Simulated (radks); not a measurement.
Removal energies from the samarium ion Sm7+, [Kr] 4d10 4f2 5s2 5p5, by Delta-SCF beside the eigenvalue of the level emptied. All-electron calculation, scalar-relativistic Kohn-Sham, PBEsol, spin-polarised, spherical densities, finite nucleus; Fermi nuclear charge, rms radius of each element as measured or else 0.836 A^(1/3) + 0.57 fm. Program: a radial shooting solver on a logarithmic mesh with Libxc functionals. Open shells are filled with parallel spins first.

removed from    final configuration  Delta-SCF (eV)  -eigenvalue (eV)
5p            [Kr] 4d10 4f2 5s2 5p4          120.16            112.68
4f            [Kr] 4d10 4f1 5s2 5p5          129.03            116.19
5s            [Kr] 4d10 4f2 5s1 5p5          145.94            137.76
4d             [Kr] 4d9 4f2 5s2 5p5          259.21            245.56
